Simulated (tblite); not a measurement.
Adipoyl chloride, C₆H₈Cl₂O₂.
Numbering: `[O:1]=[C:2]([Cl:3])[CH2:4][CH2:5][CH2:6][CH2:7][C:8](=[O:9])[Cl:10]` (hydrogens: H11, H12 on C4; H13, H14 on C5; H15, H16 on C6; H17, H18 on C7)

Computed with GFN2-xTB (tblite), gas phase: L-BFGS steps from a force-field or distance-geometry start until the largest atomic force falls under 0.01 eV/Å.

At the end of the run (lengths in Å): C8=O9 1.186, C7–C8 1.492, O1=C2 1.186, C8–Cl10 1.766, C2–C4 1.492, C5–H14 1.092, C2–Cl3 1.766, O1–C2–Cl3 119.7°, O1–C2–C4 128.6°, C4–C5–C6 114.1°, C2–C4–C5 112.9°, O1–C2–C4–C5 -6°, C2–C4–C5–C6 -85°, C4–C5–C6–C7 68°, H13–C5–C6–C7 -171°, H17–C7–C8–O9 116°.

Question: These geometries were met on the way; a selection of coordinates is given. Order them by energy above the end point, lowest first.
A. C8=O9 1.185, C7–C8 1.491, O1=C2 1.185, C8–Cl10 1.772, C2–C4 1.491, C5–H14 1.090, C2–Cl3 1.772, O1–C2–Cl3 120.0°, O1–C2–C4 129.1°, C4–C5–C6 115.2°, C2–C4–C5 113.4°, O1–C2–C4–C5 0°, C2–C4–C5–C6 -86°, C4–C5–C6–C7 76°, H13–C5–C6–C7 -163°, H17–C7–C8–O9 122°
B. C8=O9 1.188, C7–C8 1.486, O1=C2 1.184, C8–Cl10 1.775, C2–C4 1.487, C5–H14 1.092, C2–Cl3 1.775, O1–C2–Cl3 119.8°, O1–C2–C4 128.5°, C4–C5–C6 116.0°, C2–C4–C5 113.3°, O1–C2–C4–C5 -1°, C2–C4–C5–C6 -86°, C4–C5–C6–C7 77°, H13–C5–C6–C7 -164°, H17–C7–C8–O9 119°
C. C8=O9 1.226, C7–C8 1.525, O1=C2 1.215, C8–Cl10 1.739, C2–C4 1.515, C5–H14 1.108, C2–Cl3 1.753, O1–C2–Cl3 125.9°, O1–C2–C4 122.7°, C4–C5–C6 115.9°, C2–C4–C5 114.8°, O1–C2–C4–C5 0°, C2–C4–C5–C6 -86°, C4–C5–C6–C7 77°, H13–C5–C6–C7 -164°, H17–C7–C8–O9 119°
D. C8=O9 1.187, C7–C8 1.492, O1=C2 1.186, C8–Cl10 1.771, C2–C4 1.493, C5–H14 1.092, C2–Cl3 1.775, O1–C2–Cl3 122.7°, O1–C2–C4 126.5°, C4–C5–C6 115.6°, C2–C4–C5 113.3°, O1–C2–C4–C5 -1°, C2–C4–C5–C6 -86°, C4–C5–C6–C7 77°, H13–C5–C6–C7 -164°, H17–C7–C8–O9 119°
E. C8=O9 1.187, C7–C8 1.491, O1=C2 1.186, C8–Cl10 1.762, C2–C4 1.492, C5–H14 1.091, C2–Cl3 1.762, O1–C2–Cl3 119.8°, O1–C2–C4 128.5°, C4–C5–C6 113.9°, C2–C4–C5 113.3°, O1–C2–C4–C5 0°, C2–C4–C5–C6 -86°, C4–C5–C6–C7 75°, H13–C5–C6–C7 -164°, H17–C7–C8–O9 123°

Answer: E (0.013 eV), A (0.024 eV), B (0.042 eV), D (0.080 eV), C (0.281 eV).

| step | E above end (eV) | rms distance from the end, all atoms (Å) | largest force (eV/Å) | rms shift of all bonds from the end (Å) |
| --- | --- | --- | --- | --- |
| 26 | 0.013 | 0.126 | 0.077 | 0.001 |
| 14 | 0.024 | 0.160 | 0.086 | 0.002 |
| 4 | 0.042 | 0.178 | 0.354 | 0.004 |
| 2 | 0.080 | 0.180 | 0.450 | 0.004 |
| 0 | 0.281 | 0.183 | 2.947 | 0.018 |

Rows stand in the order of the answer.
